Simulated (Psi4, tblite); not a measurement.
Two rigid molecules brought together: H6B3N3 ··· Cl- (SMILES B1NBNBN1 and [Cl-]) (charge -1). Monomers: optimised at B3LYP-D3(BJ) (def2-TZVP), held rigid. Orientation: lowest of the rigid-body minima from ten starts at GFN2-xTB. The monomers approach along the line of their centres of mass (distance R); nothing else relaxes. The table gives interaction energies.

```
R / Å      A      B      C
-----  -----  -----  -----
4.21   -1.85   2.35  -3.55
4.39   -5.11  -3.92  -7.83
4.58   -5.87  -6.85  -9.45
4.80   -5.40  -7.85  -9.55
4.99   -4.67  -7.72  -8.92
5.27   -3.66  -6.87  -7.61
5.60   -2.74  -5.65  -6.06
6.05   -1.88  -4.20  -4.38
6.77   -1.07  -2.64  -2.69
7.76   -0.51  -1.50  -1.51
9.11   -0.21  -0.79  -0.79
```

Energies in kcal/mol.

**Question.** Match the curves with the methods tblite with GFN2-xTB; Psi4 with HF/aug-cc-pVDZ, counterpoise-corrected; SAPT0/jun-cc-pVDZ, frozen core in Psi4 1.11.

**Answer.** A is GFN2-xTB; B is HF/aug-cc-pVDZ; C is SAPT0/jun-cc-pVDZ.
